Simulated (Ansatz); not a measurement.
Reaction (formal hydrolysis of the Sn–Cl bond): `[SiH3][O][Sn][Cl]` + H₂O → `[OH][Sn][O][SiH3]` + HCl

Calculated with Ansatz (gas phase, PBE0-D4/def2-TZVP geometries, no zero-point term in ΔE). CCSD(T)/CBS adds triple-zeta CCSD(T) − MP2 to the extrapolated MP2 energy (def2 sets, frozen cores). This one scheme is used for every species. DFT in def2-TZVPP. HSE06 is defined as in plane-wave codes. def2 core potentials past Kr. For Sn outer-core shells are correlated without core-valence functions, which leaves a few kJ/mol of doubt a bond. Each species was taken in one conformer, which may not be the lowest.

`[SiH3][O][Sn][Cl]`:

```xyz
7

Si    0.962   -0.085    0.068
O    -0.164    1.098   -0.099
Sn   -2.110    1.313   -0.241
Cl   -2.664   -0.996   -0.089
H     0.905   -1.043   -1.068
H     2.307    0.549    0.092
H     0.764   -0.835    1.338
```

H₂O:

Cartesian coordinates in Å:
```
O -0.372 -0.001 -0.115
H 0.410 -0.044 -0.669
H -0.038 0.045 0.784
```

`[OH][Sn][O][SiH3]`:

Z-matrix (Å, degrees):
```
Si
O 1 1.628
H 1 1.488 2 110.6
H 1 1.488 2 110.7 3 -120.9
H 1 1.497 2 111.3 3 119.6
Sn 2 1.989 1 141.7 3 -121.2
O 6 1.971 2 97.6 1 -0.0
H 7 0.963 6 116.4 2 0.2
```

HCl:

```xyz
2

Cl    0.228   -0.534    0.267
H    -0.228    0.534   -0.267
```

```tsv
level	ΔE (kJ/mol)
HSE06	70.6
BHLYP	70.2
MP2/def2-SVP	62.2
HF/CBS(def2)	76.7
```

What does CCSD(T)/CBS give? (An estimate is asked.)

Computed: +66.8 kJ/mol. The listed levels differ from it by 3.8, 3.4, -4.6, 9.9 kJ/mol.

Largest T1 diagnostic among the species: 0.016.

In def2-TZVPP, CCSD(T) changes the Hartree–Fock value by −15.3 kJ/mol (the triples alone add −1.8 kJ/mol) and MP2 by −12.5 kJ/mol. From r2SCAN to r2SCAN0 (25 % exact exchange), in def2-TZVPP and without D4, ΔE moves by +5.4 kJ/mol.
